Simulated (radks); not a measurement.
Task: These are the eigenvalues of the occupied orbitals of an atom or ion with whole-number occupations (eV). Method: scalar-relativistic Kohn-Sham, PBE, spin-unpolarised, spherical densities, finite nucleus; Fermi nuclear charge, rms radius of each element as measured or else 0.836 A^(1/3) + 0.57 fm; computed with a radial shooting solver on a logarithmic mesh with Libxc functionals.

1s: -8048.970
2s: -1337.137
2p: -1211.346
3s: -462.2241
3p: -423.8270

Which element is it, and in what charge state? The configuration may be excited.

Result: Z = 27, cobalt, charge +14: Co14+ in [Ne] 3s2 3p1. The list shows which subshells hold electrons but not how many an open one holds; the 1s level, -295.79 hartree, gives Z - s = 24.3 by -(Z - s)^2/2, which with screening and relativity narrows Z to a few neighbours, and the depths of the outer levels then fix element, charge and occupations together.
